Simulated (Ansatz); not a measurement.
**Errors in the atomisation enthalpy at 298 K**

8 molecules with two or more fluorines; the atomisation enthalpy at 298 K in kJ/mol, computed less measured. Shapes, held fixed at every level: PBE0-D4/def2-TZVP. Flexible molecules stand in one conformer, not always the lowest. Thermal terms are harmonic and unscaled (PBE0-D4/def2-TZVP); the spin-orbit lowering of the free atoms is taken from their spectra. Programs: Ansatz 0.2.0. Measured values: Active Thermochemical Tables, CRC Handbook of Chemistry and Physics, NIST-JANAF tables.

Levels: A = HF/def2-TZVPP; B = SPW92/def2-TZVPP; C = BHLYP-D4/def2-TZVPP.

```tsv
molecule	from tabulated heats	A	B	C
SOF2 (thionyl fluoride)	1229	-630	+448	-131
NF3 (nitrogen trifluoride)	843	-702	+443	-163
CF4 (tetrafluoromethane)	1968	-686	+507	-162
SiH2F2 (SMILES F[SiH2]F)	1836	-461	+198	-90
GeF4 (tetrafluorogermane)	1880	-590	+381	-142
C2Br2F4 (1,2-dibromotetrafluoroethane)	2764	-1074	+783	-222
C2H4F2 (1,2-difluoroethane)	2915	-832	+493	-117
C4F8 (octafluorocyclobutane)	5045	-1792	+1336	-373
```

Question: Sum up the errors.

Answer: 
```json
{"level": "HF/def2-TZVPP", "kind": "Hartree–Fock", "mean error": "-845.9", "mean absolute error": "845.9", "worst case": "C4F8"}
{"level": "SPW92/def2-TZVPP", "kind": "LDA", "mean error": "+573.6", "mean absolute error": "573.6", "worst case": "C4F8"}
{"level": "BHLYP-D4/def2-TZVPP", "kind": "global hybrid", "mean error": "-175.0", "mean absolute error": "175.0", "worst case": "C4F8"}
```

On this set BHLYP-D4/def2-TZVPP has the smallest mean absolute error and HF/def2-TZVPP the largest. HF/def2-TZVPP is too low in 8 of 8; SPW92/def2-TZVPP is too high in 8 of 8; BHLYP-D4/def2-TZVPP is too low in 8 of 8. The heats of GeF4, C4F8 come from older tables and can be uncertain by 10 kJ/mol or more. The molecules' own spin-orbit binding is left out, so errors for heavy halides read too negative. Heats of the atoms come from ATcT where it has them. With so many references in doubt the order of the levels isn't settled. The tabulated values of SOF2, SiH2F2, C2Br2F4 are in doubt (older tables, estimates, or at odds with other calculations) and kept here. Over the 5 molecules whose values aren't doubted the mean absolute errors are A 920.4; B 632.0; C 191.4. Hartree–Fock lacks correlation and underbinds. Relativity is left out for Br, Ge. The set is small.
